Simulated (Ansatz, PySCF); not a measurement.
C₂H₄BBr, SMILES C(=C)BBr. Atoms are numbered in the order given.

```xyz
8

B     -0.7062    -0.8701     0.2531
H     -1.5414    -1.2417     1.0330
Br     0.0222     0.8805     0.5993
C     -0.2416    -1.7243    -0.9442
C      0.6881    -1.3504    -1.8438
H     -0.7049    -2.7113    -1.0714
H      0.9858    -1.9927    -2.6795
H      1.1860    -0.3776    -1.7702
```
Charge 0, spin multiplicity 1.

The structure is a stationary point at B3LYP-D3(BJ)/def2-SVP. The structure was generated by enumeration, and PubChem lists no compound with its InChIKey, so it may never have been made. Other conformers were not sampled.

Two levels are set side by side: PBE-D3(BJ)/def2-SVP (Ansatz, a quantum-chemistry and plane-wave program) and B3LYP-D3(BJ)/def2-SVP (Ansatz). Each level has its own optimised geometry; the coordinates shown are those of the second. Frequencies come from the Hessian of PySCF at each geometry. Differences are taken from unrounded values.

| quantity | B3LYP-D3(BJ) | PBE-D3(BJ) | PBE-D3(BJ) minus B3LYP-D3(BJ) |
|---|---|---|---|
| mean bond length (Å) | 1.329 | 1.336 | 0.007 |
| bond B1–Br3 (Å) | 1.927 | 1.925 | -0.002 |
| bond B1–C4 (Å) | 1.542 | 1.547 | 0.004 |
| bond C4–C5 (Å) | 1.347 | 1.355 | 0.008 |
| bond B1–H2 (Å) | 1.202 | 1.213 | 0.011 |
| bond C4–H6 (Å) | 1.098 | 1.106 | 0.008 |
| bond C5–H7 (Å) | 1.095 | 1.103 | 0.008 |
| bond C5–H8 (Å) | 1.095 | 1.104 | 0.009 |
| highest harmonic wavenumber (cm⁻¹) | 3222 | 3154 | -68 |
| mean harmonic wavenumber (cm⁻¹) | 1359 | 1322 | -37 |
| zero-point energy (kcal/mol) | 34.97 | 34.01 | -0.96 |

Exact exchange shortens and stiffens bonds; PBE has none. Differences between two approximate levels are no errors against the true value.
